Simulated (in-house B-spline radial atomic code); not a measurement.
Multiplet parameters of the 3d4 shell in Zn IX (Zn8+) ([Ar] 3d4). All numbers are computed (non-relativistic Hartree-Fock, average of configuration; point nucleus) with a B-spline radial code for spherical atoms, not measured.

Slater integrals: F^2 = 152401 cm⁻¹, F^4 = 96913 cm⁻¹. Central-field spin-orbit parameter ζ(3d) = 1827 cm⁻¹ (bare central field on non-relativistic orbitals, without two-electron terms: too large for light atoms, too small for heavy ones).

What are Racah's B and C?

B = F^2/49 - 5F^4/441 = 2011 cm⁻¹, C = 35F^4/441 = 7692 cm⁻¹, C/B = 3.82.

Where do the terms lie in LS coupling, without spin-orbit interaction?

In cm⁻¹ above the Hund's-rule term (some of the terms):
| term | expression | energy |
| --- | --- | --- |
| 5D | 0B + 0C | 0 |
| 3H | 4B + 4C | 38812 |
| 3G | 9B + 4C | 48869 |
| 3D | 16B + 4C | 62949 |
| 1I | 6B + 6C | 58218 |

Is LS coupling a fair picture here?

Unscaled Hartree-Fock integrals overestimate measured term splittings, because correlation screens the repulsion; fits to spectra scale them down, most for low charges. Here ζ is 0.91 times B, so LS coupling is a fair start, though levels of equal J in close terms still mix.
